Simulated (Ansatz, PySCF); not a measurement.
Stepwise substitution at one centre (Sn F-H). All species are isolated molecules in the gas phase. Strings in code marks are SMILES.

Quantity: redistribution energy (mixed species minus the weighted end members), in kcal/mol.

Level 1: frozen-core MP2/def2-TZVPP // PBE0-D3(BJ)/def2-TZVP (Ansatz, a quantum-chemistry and plane-wave program)
Level 2: B3LYP/6-31G* (LANL2DZ on Sn) // PBE0-D3(BJ)/def2-TZVP (PySCF)
Level 3: B3LYP/LANL2DZ // PBE0-D3(BJ)/def2-TZVP (PySCF)
Level 4: PBE/6-31G* (LANL2DZ on Sn) // PBE0-D3(BJ)/def2-TZVP (PySCF)

| species | level 1 | level 2 | level 3 | level 4 |
|---|---|---|---|---|
| 1 of 4 F replaced by H: `[F][SnH]([F])[F]` | ___ | -1.35 | ___ | -1.24 |
| 3 of 4 F replaced by H: `[F][SnH3]` | -1.19 | ___ | -0.92 | 4.30 |
| 2 of 4 F replaced by H: `[F][SnH2][F]` | -4.55 | 1.78 | -4.23 | 2.14 |

### Question
What belongs in the gaps?

### Answer

- 1 of 4 F replaced by H: `[F][SnH]([F])[F]`, level 1: -5.58
- 1 of 4 F replaced by H: `[F][SnH]([F])[F]`, level 3: -5.49
- 3 of 4 F replaced by H: `[F][SnH3]`, level 2: 3.76
